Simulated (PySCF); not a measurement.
C6H10N2.
Atom-mapped SMILES: `[CH3:1][CH2:2][c:3]1[nH:4][n:5][cH:6][c:7]1[CH3:8]`

Probes without a nucleus sit at each ring's centroid and 1 Å off its mean plane on both sides; NICS is minus the shielding there, NICSzz its component along the normal. Level: GIAO PBE0/pcSseg-1 (PySCF, non-relativistic, gas phase) on the GFN2-xTB geometry, one conformer.

Ring bond lengths (Å), with Mayer bond orders in brackets: C3–N4 1.354 (1.04), N4–N5 1.331 (1.21), N5–C6 1.318 (1.56), C6–C7 1.406 (1.37), C7–C3 1.383 (1.38).

Problem. Give the NICS values of each ring in ppm.

Solution. 
```
          ring                                                 type  NICS(0)  NICS(1), two faces  NICS(1)zz, two faces  rms pucker (Å)  centre to ring atoms, mean (Å)
C3–N4–N5–C6–C7  5-membered ring with 2 N; formal bonds all aromatic    -13.3       -11.6 / -11.8         -29.5 / -30.2            0.00                            1.16
```

Problem. What do they say, and how far can they be read as aromaticity?

Solution. 
- C3–N4–N5–C6–C7: mean NICS(1)zz -29.9 ppm, shielded, aromatic by this magnetic criterion (flat ring, no four-coordinate atom).

Problem. And the bond-length index? HOMA = 1 − mean of α(R − Ropt)² over the ring bonds, with Krygowski's 1993 parameters (CC: Ropt 1.388 Å, α 257.7 Å⁻²; CN: Ropt 1.334 Å, α 93.52 Å⁻²; NN: Ropt 1.309 Å, α 130.33 Å⁻²).

Solution. 
- C3–N4–N5–C6–C7: HOMA 0.96; the largest term is that of C6–C7, α(R − Ropt)² = 0.09. The geometric and the magnetic index point the same way.

Problem. At the second NICS(1) probe listed for ring C3–N4–N5–C6–C7, 1 Å off the ring, how large is the induced field along the normal in 1 T applied along it?

Solution. NICSzz × B0 = -30.2 ppm × 1 T = -30 μT, against the applied field.

Problem. List the ring angles and the Hirshfeld charges of the ring atoms.

Solution. 
- C3–N4–N5–C6–C7: C3 106.0° (+0.030 e), N4 112.7° (-0.023 e), N5 105.4° (-0.170 e), C6 111.5° (-0.041 e), C7 104.4° (-0.047 e); sum 540.0° against 540° for a flat convex ring.

Conformer computed: `[CH3:1][CH2:2][c:3]1[nH:4][n:5][cH:6][c:7]1[CH3:8]`: C1–C2–C3–N4 95°.
